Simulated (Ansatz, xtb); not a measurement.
# Relative energy of two structures of CH2InN

Structure I: `C=[N][In]`, a singlet. Structure II: a singlet given by its coordinates. Both are isolated molecules in the gas phase, relaxed with PBE-D3(BJ)/def2-SVP.

I (Å):

```json
{"atom": "C", "x (Å)": "-2.8157", "y (Å)": "1.6398", "z (Å)": "0.8998"}
{"atom": "In", "x (Å)": "0.3010", "y (Å)": "0.3780", "z (Å)": "0.4641"}
{"atom": "N", "x (Å)": "-1.6587", "y (Å)": "1.1713", "z (Å)": "0.7378"}
{"atom": "H", "x (Å)": "-3.2394", "y (Å)": "1.9142", "z (Å)": "1.9075"}
{"atom": "H", "x (Å)": "-3.5342", "y (Å)": "1.8278", "z (Å)": "0.0520"}
```

II (Å):

```json
{"atom": "C", "x (Å)": "0.8600", "y (Å)": "0.6398", "z (Å)": "-0.3264"}
{"atom": "In", "x (Å)": "0.8519", "y (Å)": "-1.4740", "z (Å)": "-1.3307"}
{"atom": "N", "x (Å)": "-0.3009", "y (Å)": "0.1870", "z (Å)": "0.0211"}
{"atom": "H", "x (Å)": "-0.9258", "y (Å)": "0.7795", "z (Å)": "0.6068"}
{"atom": "H", "x (Å)": "1.1922", "y (Å)": "1.6610", "z (Å)": "-0.0004"}
```

Close contacts (Å): C1–In2 2.34, C1–N3 1.29, In2–N3 2.43, C1–H5 1.12, N3–H4 1.04.

Energies in hartree; the thermal terms are from PBE-D3(BJ)/def2-SVP harmonic frequencies (ideal gas, rigid rotor, one conformer each, 298.15 K, 1 atm) and include the zero-point energy:

|  | I | II |
| --- | --- | --- |
| E, CCSD(T)/def2-TZVPP | −283.373557 | −283.360116 |
| zero-point energy | 0.026251 | 0.027502 |
| H(298 K) − E | 0.031939 | 0.032443 |
| G(298 K) − E | −0.001608 | −0.000122 |

Work out ΔE, ΔE₀, ΔH and ΔG for I → II in kcal/mol (1 Eh = 627.51 kcal/mol) and the equilibrium ratio [II]/[I].

1. ΔE = −283.360116 − (−283.373557) = +0.013441 Eh = +8.43 kcal/mol.
2. ΔE₀ = ΔE + ΔZPE = +0.013441 + (+0.001251) Eh = +9.22 kcal/mol.
3. ΔH = ΔE + (+0.000504) Eh = +8.75 kcal/mol.
4. ΔG = ΔE + (+0.001486) Eh = +9.37 kcal/mol, so ΔS = (ΔH − ΔG)/T = −8.6 J/(mol K).
5. kT = 0.9442 mEh, so K = [II]/[I] = exp(−ΔG/kT) = exp(−15.81) ≈ 1.4 × 10^−7.

Structure I is favoured at this temperature. An error of 1 kcal/mol in ΔG would change K by a factor of 5.4. Mirror images and further conformers aren't counted.

Other levels gave ΔE = +13.3 (GFN2-xTB); +11.6 (HF/STO-3G, GFN2-xTB geometries); +9.8 (r2SCAN-D4/def2-SVP, GFN2-xTB geometries); +10.1 (PBE-D3(BJ)/def2-SVP); +10.2 (HF/def2-TZVPP); +9.2 (MP2/def2-TZVPP) kcal/mol. The correlated steps freeze 6 core orbitals; the filled d shell of In is correlated, in a basis made for valence electrons. Atoms past krypton carry core potentials in the def2 sets, without spin–orbit terms. Programs: Ansatz 0.2.0, xtb 6.7.1.
